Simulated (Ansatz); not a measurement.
Two isomers of C2H10AlN: A = `C[NH+](C)[AlH3-]`, B = `[CH3][AlH-]([CH3])[NH3+]`.

Program: Ansatz. Geometries: PBE0-D4/def2-TZVP. ΔE: electronic, gas phase. CBS: MP2 limit from def2 TZ/QZ plus the TZ coupled-cluster correction, frozen cores. DFT in def2-TZVPP. B3LYP here is the variant with VWN-RPA as its local correlation; programs differ in this. Each species was taken in one conformer, which may not be the lowest.

A:

```xyz
14

C    -0.075   -1.132    0.949
N    -0.068    0.222    0.384
C    -1.346    0.560   -0.252
Al    1.492    0.470   -0.916
H     0.877   -1.321    1.443
H    -0.896   -1.265    1.661
H    -0.189   -1.848    0.134
H     0.103    0.884    1.136
H    -1.497   -0.106   -1.103
H    -1.306    1.585   -0.619
H    -2.182    0.447    0.445
H     1.286    2.015   -1.303
H     1.082   -0.626   -2.015
H     2.720    0.115    0.056
```

B:

Z-matrix (Å, degrees):
```
C
Al 1 1.977
H 1 1.096 2 113.1
H 1 1.096 2 110.7 3 119.0
H 1 1.097 2 112.7 3 -122.1
C 2 1.977 1 117.8 3 168.1
N 2 2.071 1 100.7 3 59.9
H 2 1.612 1 117.0 3 -44.3
H 6 1.096 2 113.1 1 -168.1
H 6 1.096 2 110.7 1 72.8
H 6 1.096 2 112.7 1 -46.0
H 7 1.015 2 110.6 1 -179.2
H 7 1.015 2 110.6 1 -59.9
H 7 1.015 2 111.9 1 60.4
```

Q: Which isomer does CCSD(T)/CBS put lower? Give the gap. (Estimate.)

A: Ansatz gave: B, by 124.9 kJ/mol.

Q: Give E(B) − E(A) in kJ/mol with HF/def2-TZVPP, CCSD/def2-TZVPP, r2SCAN-D4, PBE0-D4, B3LYP, ωB97M-V, CCSD(T)/def2-SVP. (Best estimate.)

A: Computed: HF/def2-TZVPP -107.1, CCSD/def2-TZVPP -119.8, r2SCAN-D4 -130.6, PBE0-D4 -123.3, B3LYP -125.4, ωB97M-V -125.5, CCSD(T)/def2-SVP -95.7. None reverses the order clearly.

Q: Does the order hold for the free energy at 298.15 K (harmonic terms from PBE0-D4)? (Estimate.)

A: Ansatz gave: Yes: G(B) − G(A) = -130.3 kJ/mol, for one conformer each.

Largest T1 diagnostic: 0.009.

From BLYP to BHLYP (50 % exact exchange), in def2-TZVPP and without D4, E(B) − E(A) moves by +8.6 kJ/mol. Leaving LDA and LC-ωPBE aside and taking each functional with its dispersion term where it has one, the values, not all of them listed here, spread over 18.2 kJ/mol, from r2SCAN-D4 to B97M-V. LDA lies +15.1 kJ/mol from PBE without D4.
